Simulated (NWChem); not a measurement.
System: C₄H₅F; SMILES C=C=C(C)F

```xyz
10

C     -0.0196    -2.2235     0.0000
C     -0.0388    -0.9166     0.0000
C     -0.0298     0.3923     0.0000
C      1.1639     1.2928     0.0000
F     -1.2078     1.0825     0.0000
H     -0.0136    -2.7994     0.9255
H     -0.0136    -2.7994    -0.9255
H      2.0887     0.7110     0.0000
H      1.1530     1.9414    -0.8848
H      1.1530     1.9414     0.8848
```
Atoms are numbered in this order, from 1.

Computed with NWChem. Geometry optimised at B3LYP/6-31G*; all other runs use it. Pople sets run with spherical d functions.

```tsv
quantity	level	value
−ε(HOMO) (eV)	PBE0/def2-SVP	7.04
anisotropy (bohr³), static	PBE0/def2-SVPD	(withheld)
dipole in solution (D) in water	B3LYP/6-31G*, SMD	1.97
vertical, lowest state with f > 0.02, singlet (eV)	PBE0/def2-SVPD, TDA	(withheld)
dipole (D)	B3LYP/6-31G*	(withheld)
highest harmonic frequency (cm⁻¹)	B3LYP/6-31G*	3193
```

What belongs in the gaps?


- anisotropy (bohr³), static, value: 41.5
- vertical, lowest state with f > 0.02, singlet (eV), value: 7.50
- dipole (D), value: 1.57
